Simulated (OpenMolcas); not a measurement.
## Tl: effect of the basis set

- Program: OpenMolcas
- Method: CASSCF
- Active space: 3 electrons in 4 orbitals (6s 6p)
- State averaging: 2S+1 = 4 odd, 1 root (0 in the spin-orbit step); 2S+1 = 2 odd, 3 roots; 2S+1 = 4 even, 3 roots
- Spin-orbit coupling: state interaction with AMFI integrals over the reference wave functions, term energies averaged over their components

A. ANO-RCC-VDZP [7s6p4d2f1g], DKH2, point nucleus; cost roughly 12 core-seconds
B. ANO-R2 [8s7p5d3f1g], X2C, finite nucleus; cost about 13 core-seconds
C. ANO-RCC-VTZP [8s7p5d3f2g], DKH2, point nucleus; cost about 14 core-seconds
D. ANO-RCC-VTZP [8s7p5d3f2g], X2C, point nucleus; cost roughly 16 core-seconds
E. ANO-RCC-VQZP [9s8p6d4f3g], DKH2, point nucleus; cost of the order of 25 core-seconds
F. ANO-R3 [9s8p7d3f2g1h], X2C, finite nucleus; cost about 25 core-seconds

Energies in cm⁻¹ above 6s² 6p ²P°_1/2, the measured ground level; measured values from NIST Handbook of Basic Atomic Spectroscopic Data.

| Level | A | B | C | D | E | F | Measured |
| --- | --- | --- | --- | --- | --- | --- | --- |
| 6s² 6p ²P°_1/2 | 0.0 | 0.0 | 0.0 | 0.0 | 0.0 | 0.0 | 0.0 |
| 6s² 6p ²P°_3/2 | 7136 | 6888 | 7204 | 7201 | 7214 | 7159 | 7793 |
| 6s 6p² ⁴P_1/2 | 38001 | 38524 | 38124 | 38366 | 37966 | 38224 |  |
| 6s 6p² ⁴P_3/2 | 40670 | 41019 | 40725 | 40968 | 40642 | 40898 |  |
| 6s 6p² ⁴P_5/2 | 45119 | 45177 | 45060 | 45304 | 45101 | 45355 |  |

Among A to F the level of the table that moves most is 6s 6p² ⁴P_1/2, by 560 cm-1 (lowest in E, highest in B).

Some high roots are left out of the spin-orbit mixing, which shifts the levels that they would mix with. Terms of s pⁿ other than that of highest spin mix with s² pⁿ⁻² d, which this space lacks; all of them can be thousands of cm-1 off, and some have no real level of that name. Spin-orbit splittings of 6p shells tend to come out small when the coupling is added on scalar orbitals. Levels of configurations outside the active space are missing.

° marks odd parity.
